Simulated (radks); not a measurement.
The numbers below are computed, except where a source is named.
Excited configurations of Tb III: one electron is placed in a higher orbital outside [Xe] 4f8. The ground configuration is [Xe] 4f9. Level of theory: scalar-relativistic Kohn-Sham, PBE, spin-polarised, spherical densities, finite nucleus; open shells are filled with parallel spins first (spin-orbit coupling, left out, can overturn this in heavy ions); Fermi nuclear charge, rms radius 5.06 fm (a radial shooting solver on a logarithmic mesh with Libxc functionals). Excitation = E - E(ground); binding = E(ion) - E, where the ion is the core of charge +3; n* = 3/sqrt(2 binding) in atomic units, and the quantum defect is n - n*.

outer orbital,excitation (eV),binding (eV),n*,<r> (bohr)
5d,2.403,20.360,2.452,2.314
5f,14.668,8.095,3.889,5.626
6p,7.501,15.262,2.833,3.936
6d,12.914,9.849,3.526,5.558
7d,16.663,6.100,4.480,9.528
7f,18.914,3.849,5.640,14.59

The Delta-SCF ionisation energy is 22.763 eV (NIST Atomic Spectra Database: 21.82 eV, semi-empirical). Self-interaction in the functional shifts the binding energies and quantum defects, so they are the method's values and not measured ones. Open shells are spherical and high-spin; term and fine-structure splittings are not resolved. Spin-orbit splitting is averaged out at the scalar-relativistic level.
